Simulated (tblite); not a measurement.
Parent: `[CH2:1]=[CH:2][PH+:3]([CH:4]=[CH2:5])[CH2:6][CH2:7][CH3:8]` (charge +1) with C1–C2–P3–C4 -121°, C2–P3–C4–C5 113°, C2–P3–C6–C7 172°, P3–C6–C7–C8 56°, [C7H14P]+.

Computed geometry: GFN2-xTB, gas phase. One conformer each, not checked by frequencies here.

```json
{"coordinate of the parent": "C1=C2", "value": "1.326 Å"}
{"coordinate of the parent": "C2–P3", "value": "1.794 Å"}
{"coordinate of the parent": "P3–C4", "value": "1.792 Å"}
{"coordinate of the parent": "C4=C5", "value": "1.325 Å"}
{"coordinate of the parent": "P3–C6", "value": "1.819 Å"}
{"coordinate of the parent": "C6–C7", "value": "1.530 Å"}
{"coordinate of the parent": "C7–C8", "value": "1.521 Å"}
{"coordinate of the parent": "C1–C2–P3", "value": "122.8°"}
{"coordinate of the parent": "C2–P3–C4", "value": "109.9°"}
{"coordinate of the parent": "C2–P3–C6", "value": "108.9°"}
{"coordinate of the parent": "C4–P3–C6", "value": "110.6°"}
{"coordinate of the parent": "P3–C4–C5", "value": "123.4°"}
{"coordinate of the parent": "P3–C6–C7", "value": "112.9°"}
{"coordinate of the parent": "C6–C7–C8", "value": "111.8°"}
```

Q: How does the shared frame change in `[CH2:1]=[CH:2][PH+:3]([CH:4]=[CH2:5])[c:6]1[cH:7][cH:8][o:9][cH:10]1` (charge +1) with C1–C2–P3–C4 115°, C2–P3–C4–C5 118°, C2–P3–C6–C7 -55°, [C8H10OP]+? Atoms pair as C1 = C1, C2 = C2, P3 = P3, C4 = C4, C5 = C5 (parent first).

A: 
```json
{"parent": "C1=C2", "relative": "C1=C2", "value in the relative": "1.326 Å", "change": "0.000"}
{"parent": "C2–P3", "relative": "C2–P3", "value in the relative": "1.797 Å", "change": "+0.003"}
{"parent": "P3–C4", "relative": "P3–C4", "value in the relative": "1.793 Å", "change": "+0.001"}
{"parent": "C4=C5", "relative": "C4=C5", "value in the relative": "1.326 Å", "change": "+0.001"}
{"parent": "C1–C2–P3", "relative": "C1–C2–P3", "value in the relative": "123.4°", "change": "+0.6"}
{"parent": "C2–P3–C4", "relative": "C2–P3–C4", "value in the relative": "110.6°", "change": "+0.7"}
{"parent": "P3–C4–C5", "relative": "P3–C4–C5", "value in the relative": "123.0°", "change": "-0.4"}
```

No shared bond changes by more than 0.004 Å. Bonds of the relative outside the shared frame: P3–C6 1.774, C6–C7 1.429, C7–C8 1.359, C8–O9 1.340, O9–C10 1.321, C6–C10 1.379 Å. Point group C1 → C1.

Q: How does the shared frame change in `[CH2:1]=[CH:2][P@@H+:3]([CH2:4][C:5]#[N:6])[CH2:7][CH2:8][CH3:9]` (charge +1) with C1–C2–P3–C4 123°, C2–P3–C4–C5 67°, C2–P3–C7–C8 -179°, P3–C7–C8–C9 -172°, [C7H13NP]+? Atoms pair as C1 = C1, C2 = C2, P3 = P3, C4 = C4, C5 = C5, C6 = C7, C7 = C8, C8 = C9 (parent first).

A: 
```csv
parent,relative,value in the relative,change
C1=C2,C1=C2,1.327 Å,+0.001
C2–P3,C2–P3,1.790 Å,-0.004
P3–C4,P3–C4,1.830 Å,+0.038
C4=C5,C4–C5,1.448 Å,+0.123
P3–C6,P3–C7,1.813 Å,-0.006
C6–C7,C7–C8,1.535 Å,+0.005
C7–C8,C8–C9,1.524 Å,+0.003
C1–C2–P3,C1–C2–P3,123.0°,+0.2
C2–P3–C4,C2–P3–C4,109.2°,-0.7
C2–P3–C6,C2–P3–C7,112.1°,+3.2
C4–P3–C6,C4–P3–C7,110.6°,0.0
P3–C4–C5,P3–C4–C5,106.7°,-16.7
P3–C6–C7,P3–C7–C8,112.4°,-0.5
C6–C7–C8,C7–C8–C9,110.2°,-1.6
```

Of the parent's bonds, C4–C5 changes most (+0.123 Å). Bonds of the relative outside the shared frame: C5≡N6 1.140 Å. Point group C1 → C1.
